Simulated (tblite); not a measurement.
Species: C₃H₉F₃SSi₂.
Numbering: `[CH3:1][CH2:2][Si@@H:3]([S:4][SiH3:5])[C:6]([F:7])([F:8])[F:9]` (hydrogens: H10, H11, H12 on C1; H13, H14 on C2; H15 on Si3; H16, H17, H18 on Si5)

Structure used (GFN2-xTB), in Å, numbered top down from 1:
```xyz
18
C3H9F3SSi2 angstrom
C     -2.916   -0.088   -0.433
C     -1.635   -0.537   -1.134
Si    -0.108   -0.502   -0.016
S      1.495   -1.508   -0.983
Si     3.359   -0.599   -0.304
C      0.389    1.370    0.228
F     -0.615    2.119    0.723
F      1.416    1.514    1.098
F      0.784    1.977   -0.908
H     -2.820    0.928   -0.058
H     -3.754   -0.115   -1.127
H     -3.146   -0.741    0.405
H     -1.767   -1.551   -1.513
H     -1.462    0.097   -2.008
H     -0.306   -0.959    1.357
H      4.325   -1.515   -0.886
H      3.336   -0.623    1.150
H      3.417    0.740   -0.866
```

Level: GFN2-xTB in tblite, geometry and Hessian alike; calculated harmonic values, unscaled, isolated species. This tight-binding method is rough: wavenumbers can miss measured ones by several per cent, in bad cases by 10 to 20. Modes of hydrogen on silicon can be 10 to 20 % off. One conformer, not necessarily the lowest.

Harmonic wavenumbers (cm⁻¹): 28.4, 36.4, 57.9, 82.9, 99.0, 119.2, 133.5, 154.8, 215.4, 219.3, 255.1, 282.7, 378.0, 457.6, 460.9, 462.0, 522.7, 535.0, 576.7, 611.5, 650.7, 653.7, 731.6, 741.3, 750.7, 757.7, 768.8, 983.0, 1008.6, 1023.7, 1030.0, 1072.6, 1140.0, 1224.6, 1282.6, 1422.0, 1461.6, 1503.9, 1508.5, 2284.5, 2342.0, 2357.4, 2366.2, 2954.9, 2990.4, 3032.9, 3041.3, 3051.4.

A = 1267, B = 746.4, C = 532.2 MHz; mass 189.992 u (most abundant isotopes); point group C1, symmetry number 1.

Zero-point energy?

Half the sum of the wavenumbers: 24913 cm⁻¹ = 298.02 kJ/mol.

Give the ideal-gas entropy at 200 K and 1 bar in the rigid-rotor, harmonic-oscillator model (classical rotation).

Translation 165.99, rotation 124.04, vibration 137.85: S = 427.9 J/(mol K).

And Cp and H(200 K) − H(0)?

Cp = 159.17 J/(mol K), of which vibrations give 125.92 (their classical limit is 48 R = 399.1); H(200 K) − H(0) = 20.55 kJ/mol without the zero-point energy, 13.90 from vibrations.

Blend soft modes into free rotors: weight 1/[1 + (100 cm⁻¹/ν̃)⁴] for the oscillator and the rest for a rotor with moment μB/(μ + B), μ = h/(8π²ν), B = 10⁻⁴⁴ kg m². What vibrational entropy results?

122.83 J/(mol K) in place of 137.85, which changes −T·S at 200 K by +3.00 kJ/mol.

What must be added to the electronic energy to get the Gibbs energy at 200 K and 1 bar?

ZPE + [H(200 K) − H(0)] − T·S = 298.02 + 20.55 − 85.58 = 232.99 kJ/mol.

Hindered rotation and anharmonicity are outside this model. Other conformers, if any are populated, would add a mixing term that is left out. The structure is chiral; the term R ln 2 for an equal mix with its mirror image is left out.
